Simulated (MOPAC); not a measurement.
Input file for MOPAC: PM7 on TlO, 2S+1 = 2, a spin state set in the input, which need not be the lowest, a point of a bond scan (R = 2.212 Å).

```
PM7 1SCF PRECISE CHARGE=0 UHF MS=0.5 THREADS=1
OTl

O      0.00000000 1     0.00000000 1     0.00000000 1
Tl     0.00000000 1     0.00000000 1     2.21237000 1
```

Output:

```
*******************************************************************************
 **                                                                           **
 **                              MOPAC v23.2.5                                **
 **                                                                           **
 *******************************************************************************
 ** MOPAC's Digital Object Identifier: https://doi.org/10.5281/zenodo.6511958 **
 **                                                                           **
 ** Please cite the open-source release paper for use of this MOPAC version:  **
 ** J. E. Moussa and J. J. P. Stewart (2026)                                  **
 ** MOPAC: An open-source semiempirical molecular orbital program             **
 ** J. Open Source Softw., 11(119), 8025, https://doi.org/10.21105/joss.08025 **
 *******************************************************************************

                              PM7 CALCULATION RESULTS

 *******************************************************************************
 *  PM7        - The PM7 Hamiltonian to be used
 *  UHF        - UNRESTRICTED HARTREE-FOCK CALCULATION
 *
 *
 *
 *                 CHARGE ON SYSTEM = 0
 *
 *
 *
 *  MS=        - IN MECI, MAGNETIC COMPONENT OF SPIN =  0.5
 *  PRECISE    - TIGHTER CRITERIA TO BE USED
 *  1SCF       - DO 1 SCF AND THEN STOP
 *  THREADS=1  - MULTI-THREADING NOT USED
 *  T=         - A TIME OF 172800.0 SECONDS REQUESTED
 *  DUMP=N     - RESTART FILE WRITTEN EVERY 7200.0 SECONDS REQUESTED
 *******************************************************************************
PM7 1SCF PRECISE CHARGE=0 UHF MS=0.5 THREADS=1
 OTl

   ATOM   CHEMICAL          X               Y               Z
  NUMBER   SYMBOL      (ANGSTROMS)     (ANGSTROMS)     (ANGSTROMS)

     1       O          0.00000000  *   0.00000000  *   0.00000000  *
     2      Tl          0.00000000  *   0.00000000  *   2.21237000  *



          CARTESIAN COORDINATES

    NO.       ATOM           X           Y           Z

     1         O          0.0000      0.0000      0.0000
     2        Tl          0.0000      0.0000      2.2124

 General Reference for PM7:
 "Optimization of Parameters for Semiempirical Methods VI: More Modifications to the
 NDDO Approximations and Re-optimization of Parameters", J. J. P. Stewart, J. Mol. Mod., 1:32, 19 (2013)
 https://link.springer.com/article/10.1007/s00894-012-1667-x

           Empirical Formula: O Tl  =     2 atoms



      MOLECULAR POINT GROUP   :   C*v


          UHF CALCULATION, NO. OF ALPHA ELECTRONS =    5
                           NO. OF BETA  ELECTRONS =    4

 -------------------------------------------------------------------------------
 PM7 1SCF PRECISE CHARGE=0 UHF MS=0.5 THREADS=1
 OTl



     1SCF WAS SPECIFIED, SO BFGS WAS NOT USED
     SCF FIELD WAS ACHIEVED


                              PM7 CALCULATION
                                                       MOPAC v23.2.5 Linux




          FINAL HEAT OF FORMATION =         45.88230 KCAL/MOL =     191.97153 KJ/MOL


          COSMO AREA              =         80.53 SQUARE ANGSTROMS
          COSMO VOLUME            =         64.05 CUBIC ANGSTROMS

          IONIZATION POTENTIAL    =          9.320220 EV
          ALPHA SOMO LUMO (EV)    =        -10.449 -0.823
          BETA  SOMO LUMO (EV)    =         -9.320 -1.063
          NO. OF ALPHA ELECTRONS  =          5
          NO. OF BETA  ELECTRONS  =          4
          MOLECULAR WEIGHT        =        220.3694         POINT GROUP:  C*v

          MOLECULAR DIMENSIONS (Angstroms)

            Atom       Atom       Distance
           Tl     2    O     1     2.21237
           Tl     2    O     1     0.00000
            O     1   Tl     2     0.00000


          SCF CALCULATIONS        =          1





   ATOM   CHEMICAL          X               Y               Z
  NUMBER   SYMBOL      (ANGSTROMS)     (ANGSTROMS)     (ANGSTROMS)

     1       O          0.00000000  *   0.00000000  *   0.00000000  *
     2      Tl          0.00000000  *   0.00000000  *   2.21237000  *

                             CARTESIAN COORDINATES

   1    O        0.000000000     0.000000000     0.000000000
   2   Tl        0.000000000     0.000000000     2.212370000


           Empirical Formula: O Tl  =     2 atoms



      MOLECULAR POINT GROUP   :   C*v


          ALPHA EIGENVALUES
 -26.77741 -14.20273 -12.31498 -10.75331 -10.44871  -0.82323  -0.77718   0.80619
  10.30897  10.30898  10.31796  10.31868  10.32866


           BETA EIGENVALUES
 -21.45040 -13.82483  -9.73179  -9.32022  -1.06347  -0.78603   0.39064   1.30116
  10.30897  10.30898  10.31813  10.31877  10.33058


              NET ATOMIC CHARGES AND DIPOLE CONTRIBUTIONS

  ATOM NO.   TYPE          CHARGE      No. of ELECS.   s-Pop       p-Pop       d-Pop
    1          O          -0.475888        6.4759     1.99020     4.48569
    2         Tl           0.475888        2.5241     1.96325     0.56052     0.00035
 DIPOLE           X         Y         Z       TOTAL
 POINT-CHG.     0.000     0.000     5.057     5.057
 HYBRID         0.000     0.000    -1.335     1.335
 SUM            0.000     0.000     3.722     3.722


          ATOMIC ORBITAL ELECTRON POPULATIONS

     Atom    s        px        py        pz      x^2-y^2     xz        z^2       yz        xy
    1  O   1.99020   1.96162   0.99375   1.53032
    2 Tl   1.96325   0.03835   0.00624   0.51592   0.00000   0.00003   0.00031   0.00001   0.00000


                    (SZ)    =    0.500000
                    (S**2)  =    0.770543


          ATOMIC ORBITAL SPIN POPULATIONS

    Atom   Total    s     px     py     pz   x^2-y^2  xz     z^2    yz     xy
         Atomic
    1  O  1.1177  0.003  0.012  0.994  0.108
    2 Tl -0.1177  0.007 -0.012  0.006 -0.118 -0.000 -0.000  0.000  0.000  0.000

 **********************
 *                    *
 * JOB ENDED NORMALLY *
 *                    *
 **********************




 == MOPAC DONE ==
```

The run finished.

Cost: around 0.03 core-seconds (rough).
